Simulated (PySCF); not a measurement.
**Vertical excitation energies**

Al(CCH)3, C6H3Al.
Geometry (PBE0-D3(BJ)/def2-SVP, Å), atoms numbered from 1 in this order:
```xyz
10
C6H3Al angstrom
Al     0.0044   -0.0047   -0.0063
C      1.9054   -0.0178   -0.0244
C      3.1265   -0.0278   -0.0353
H      4.2028   -0.0367   -0.0460
C     -0.9330    1.6489   -0.0016
C     -1.5314    2.7133    0.0099
H     -2.0594    3.6513    0.0191
C     -0.9445   -1.6518    0.0070
C     -1.5543   -2.7096    0.0303
H     -2.0919   -3.6418    0.0519
```

Computed, not measured: TDDFT wB97X-D/def2-SVPD, vertical, gas phase, core orbitals frozen in the response in PySCF 2.14.0, density-fitted response routines.

What does the calculation give for the low-lying excited states?

```csv
state,E (eV),λ (nm),f,symmetry,"main configurations (H = HOMO, L = LUMO)"
S1,4.92,251.8,0.0000,–,H→L (86%)
S2,5.18,239.2,0.0000,–,"H-4→L (67%), H-3→L (15%), H→L+4 (8%)"
S3,5.18,239.2,0.0000,–,"H-3→L (66%), H-4→L (15%), H→L+5 (9%)"
S4,5.53,224.3,0.061,E′,"H-1→L (73%), H→L+2 (10%)"
S5,5.53,224.1,0.061,E′,"H-2→L (73%), H→L+1 (10%)"
S6,5.87,211.3,0.0000,–,"H-5→L (66%), H-4→L+1 (10%), H-3→L+2 (10%)"
S7,6.22,199.4,0.0000,–,"H-2→L+1 (44%), H-1→L+2 (43%), H-5→L+9 (10%)"
S8,6.35,195.4,0.0000,–,"H-5→L+1 (34%), H-2→L+2 (16%), H-1→L+1 (16%)"
S9,6.35,195.3,0.0000,–,"H-5→L+2 (33%), H-1→L+2 (17%), H-2→L+1 (16%)"
S10,7.28,170.4,0.360,E′,"H→L+2 (29%), H-1→L (25%)"
S11,7.28,170.2,0.369,E′,"H→L+1 (28%), H-2→L (26%)"
S12,7.39,167.7,0.0003,–,"H-5→L (32%), H-2→L+4 (16%), H-1→L+5 (15%)"
S13,7.50,165.4,0.0000,–,"H→L+4 (30%), H-6→L (27%), H-4→L (11%)"
S14,7.50,165.3,0.0000,–,"H→L+5 (33%), H-7→L (24%), H-3→L (12%)"
```

Triplets (Tamm–Dancoff): T1 4.51 eV, H-1→L (65%), H-5→L+5 (10%); T2 4.52 eV, H-2→L (65%), H-5→L+4 (11%); T3 4.69 eV, H→L (78%), H-3→L+5 (8%), H-4→L+4 (8%).

The lowest singlet comes at 252 nm (475 kJ/mol) in the ultraviolet; it is dark (f under 0.0005); its leading configuration is HOMO→LUMO (86%). The most intense listed level is S10/S11 at 7.28 eV (170 nm, f = 0.730 summed), 2.35 eV above S1. S2/S3, S4/S5, S8/S9, S10/S11 and S13/S14 lie within about 0.01 eV of each other in each set; the point group D3h has degenerate representations, and within a degenerate level the listed configurations can mix freely. Löwdin shares by element: HOMO carbon 65% or more (atoms not listed hold the other 35%); LUMO carbon 37% or more, aluminium 34% (atoms not listed hold the other 28%). The listed states span 2.58 eV, and the widest gap between neighbours is 0.93 eV (S9 to S10). The oscillator strengths of these states sum to 0.851; summed over the whole spectrum of an exact calculation they would give the number of electrons, 52 (Thomas–Reiche–Kuhn). Of the 14 states listed, 4 reach f = 0.01 and 10 stay under 0.0005. Symmetry labels in D3h follow from the direction of the transition dipole and are given only for states with f of 0.002 or more. Orbitals of the list HOMO-3 to LUMO+2 that lie within 0.01 eV of each other are written together with a slash and their weights summed (≥ marks a lower bound); for degenerate orbitals outside that list single weights are arbitrary. Only the lowest 15 singlets were computed, as vertical energies without vibronic structure. The highest level found (7.70 eV, f 0.0001 so far) is left out, since the window may have cut off a degenerate partner.

On an Arm Neoverse V1 with one thread, no GPU, on a shared host, this took 27 s (grids of density and orbitals included) and 0.73 GiB of memory at its peak.
